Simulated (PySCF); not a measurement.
`[SiH3][C@@H]1CC[C@@H]1Br`, C₄H₉BrSi

Molfile (atoms numbered from 1):
```
C4H9BrSi
     RDKit          3D

 15 15  0  0  0  0  0  0  0  0999 V2000
    1.6344   -0.3755   -0.9963 Si  0  0  0  0  0  4  0  0  0  0  0  0
    0.5498    0.4070    0.3628 C   0  0  2  0  0  0  0  0  0  0  0  0
   -0.2817   -0.6156    1.1639 C   0  0  0  0  0  0  0  0  0  0  0  0
   -1.5185   -0.2210    0.3447 C   0  0  0  0  0  0  0  0  0  0  0  0
   -0.7645    1.0232   -0.1134 C   0  0  2  0  0  0  0  0  0  0  0  0
   -0.9163    1.4801   -2.0126 Br  0  0  0  0  0  0  0  0  0  0  0  0
    2.6587   -1.1420   -0.2829 H   0  0  0  0  0  0  0  0  0  0  0  0
    2.2340    0.6842   -1.8008 H   0  0  0  0  0  0  0  0  0  0  0  0
    0.8132   -1.2738   -1.8061 H   0  0  0  0  0  0  0  0  0  0  0  0
    1.1479    1.0841    0.9765 H   0  0  0  0  0  0  0  0  0  0  0  0
   -0.3777   -0.3545    2.2171 H   0  0  0  0  0  0  0  0  0  0  0  0
    0.0272   -1.6562    1.0848 H   0  0  0  0  0  0  0  0  0  0  0  0
   -2.4439   -0.0463    0.8916 H   0  0  0  0  0  0  0  0  0  0  0  0
   -1.7138   -0.9152   -0.4707 H   0  0  0  0  0  0  0  0  0  0  0  0
   -1.0532    1.9295    0.4194 H   0  0  0  0  0  0  0  0  0  0  0  0
  1  2  1  0
  2  3  1  0
  3  4  1  0
  4  5  1  0
  5  6  1  0
  5  2  1  0
  1  7  1  0
  1  8  1  0
  1  9  1  0
  2 10  1  1
  3 11  1  0
  3 12  1  0
  4 13  1  0
  4 14  1  0
  5 15  1  1
M  END
```

Computed with PySCF 2.14.0, TDDFT PBE0/def2-SVPD circular dichroism and optical rotation, one conformer, gas phase. Geometry: GFN2-xTB.

The calculation is non-relativistic, which matters for the atoms heavier than Zn.

Draw the ECD and absorption spectra from the lowest 8 states, each a Gaussian of half-width 0.2 eV at 1/e height.


```tsv
E (eV)	λ (nm)	Δε (L mol⁻¹ cm⁻¹)	ε (L mol⁻¹ cm⁻¹)
5.49	226	0.00	0.218
5.64	220	-0.10	5.42
5.79	214	-0.76	44.7
5.94	209	-1.71	124
6.09	203	-1.05	117
6.24	199	-0.10	38.8
6.39	194	+0.01	6.36
6.54	189	-0.24	59.9
6.69	185	-2.53	647
6.84	181	-8.33	2390
6.99	177	-7.26	3920
7.14	174	-3.65	5320
7.29	170	-9.98	5150
7.44	167	-8.43	3050
```
Δε uses R in velocity form, ε uses f in length form. Only the states computed contribute, so the short-wavelength end is incomplete.

The sign of the CD band at 162 nm isn't settled: the length form gives the opposite one.
